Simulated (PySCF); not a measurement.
## Relaxation of singlet TiSBr₂

Level of theory: B3LYP/[Ti def2-SVP, S def2-SVP, Br def2-SVP], no relativity, density fitting, PySCF. A (50,194) grid was used.

A hand-made T-shaped (ligand arrangement 2) start, of C2v symmetry, held to at least that symmetry:

```xyz
4
charge 0 multiplicity 1, angstrom
Ti    0.0000    0.0000   -0.3416
S     0.0000    0.0000    1.7684
Br    2.4985    0.0000   -0.2544
Br   -2.4985    0.0000   -0.2544
```

Task: What forces act on the atoms at the start (eV/Å)?

Result: 
```json
{"atom": "Ti1", "Fx": "0.00", "Fy": "0.00", "Fz": "4.04"}
{"atom": "S2", "Fx": "0.00", "Fy": "0.00", "Fz": "-1.53"}
{"atom": "Br3", "Fx": "-0.49", "Fy": "0.00", "Fz": "-1.25"}
{"atom": "Br4", "Fx": "0.49", "Fy": "0.00", "Fz": "-1.25"}
```

Task: What does it relax to?

Result: It ends at C2v with Ti–Br 2.366 Å (×2), Ti–S 2.044 Å; Br–Ti–Br 126.9°, Br–Ti–S 116.6° (×2) (after a last refinement on a finer grid). A frequency run shows a minimum. Other isomers or separated fragments may lie lower.

Task: How much energy is released, and in how many steps?

Result: 149.5 kJ/mol in 8 steps.

The relaxation took of the order of 2.7 core-minutes on a shared host.
